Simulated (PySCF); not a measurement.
**Shifts of the heteroatoms**

Molfile (atoms numbered from 1):
```
C4H9NOSi2
     RDKit          3D

 17 16  0  0  0  0  0  0  0  0999 V2000
    4.4461   -0.9649    0.5548 O   0  0  0  0  0  0  0  0  0  0  0  0
    3.5340   -0.3847    0.0271 C   0  0  0  0  0  0  0  0  0  0  0  0
    2.1622   -0.4702    0.3992 C   0  0  0  0  0  0  0  0  0  0  0  0
    1.0141   -0.5779    0.7557 C   0  0  0  0  0  0  0  0  0  0  0  0
   -0.3978   -0.6236    1.0630 C   0  0  0  0  0  0  0  0  0  0  0  0
   -1.2079    0.0768    0.0832 N   0  0  0  0  0  0  0  0  0  0  0  0
   -1.3014    1.8038    0.2684 Si  0  0  0  0  0  4  0  0  0  0  0  0
   -1.5870   -0.8214   -1.3580 Si  0  0  0  0  0  4  0  0  0  0  0  0
    3.6938    0.2965   -0.8350 H   0  0  0  0  0  0  0  0  0  0  0  0
   -0.7047   -1.6746    1.1154 H   0  0  0  0  0  0  0  0  0  0  0  0
   -0.5467   -0.1805    2.0550 H   0  0  0  0  0  0  0  0  0  0  0  0
   -2.3723    2.2461   -0.6136 H   0  0  0  0  0  0  0  0  0  0  0  0
   -0.0274    2.4545   -0.0595 H   0  0  0  0  0  0  0  0  0  0  0  0
   -1.6158    2.0351    1.6822 H   0  0  0  0  0  0  0  0  0  0  0  0
   -2.5739   -0.0323   -2.0813 H   0  0  0  0  0  0  0  0  0  0  0  0
   -0.3900   -1.0686   -2.1705 H   0  0  0  0  0  0  0  0  0  0  0  0
   -2.1324   -2.1021   -0.8960 H   0  0  0  0  0  0  0  0  0  0  0  0
  1  2  2  0
  2  3  1  0
  3  4  3  0
  4  5  1  0
  5  6  1  0
  6  7  1  0
  6  8  1  0
  2  9  1  0
  5 10  1  0
  5 11  1  0
  7 12  1  0
  7 13  1  0
  7 14  1  0
  8 15  1  0
  8 16  1  0
  8 17  1  0
M  END
```

PySCF 2.14 calculation with geometry: GFN2-xTB and GIAO PBE0/pcSseg-1 shieldings; a single conformation, in vacuum, relativity neglected, equivalent nuclei averaged.

Task: What are the ²⁹Si shifts?

Result: 
| atoms | environment | σ (ppm) | δ (ppm) |
| --- | --- | --- | --- |
| Si7/Si8 | silicon bonded to N, 3 H | 392.7 | -42.8 |

Shieldings were converted by a linear fit to measured shifts: ²⁹Si (scatter 8.9 ppm rms, 25.8 ppm with the 6 outliers that the fit left out vs TMS, solution or neat liquid). Occasional misses reach two or three times the rms, and more in compound classes unlike the fitted ones.

On a 400 MHz spectrometer ²⁹Si resonates near 79.5 MHz, so 1 ppm is 79.5 Hz.

Task: What are the ¹⁵N shifts?

Result: 
```csv
atoms,environment,σ (ppm),δ (ppm)
N6,"nitrogen bonded to C, 2 Si",254.4,-382.5
```

Shieldings were converted by a linear fit to measured shifts: ¹⁵N: δ = -148.07 − 0.921σ (rms 6.3 ppm, 71 shifts vs CH3NO2, solution or neat liquid). A few per cent of atoms miss by over 2 rms, more outside the fitted compound classes.

On a 300 MHz spectrometer ¹⁵N resonates near 30.4 MHz, so 1 ppm is 30.4 Hz.

Task: Where does ¹⁷O resonate?

Result: 
| atoms | environment | σ (ppm) | δ (ppm) |
| --- | --- | --- | --- |
| O1 | aldehyde oxygen | -403.3 | 634.1 |

Shieldings were converted by a linear fit to measured shifts: ¹⁷O: δ = 266.70 − 0.911σ (rms 10.7 ppm, 155 shifts, 12.2 ppm with the 3 outliers that the fit left out vs liquid water, solution or neat liquid). A few per cent of atoms miss by over 2 rms, more outside the fitted compound classes.

On a 400 MHz spectrometer ¹⁷O resonates near 54.2 MHz, so 1 ppm is 54.2 Hz.
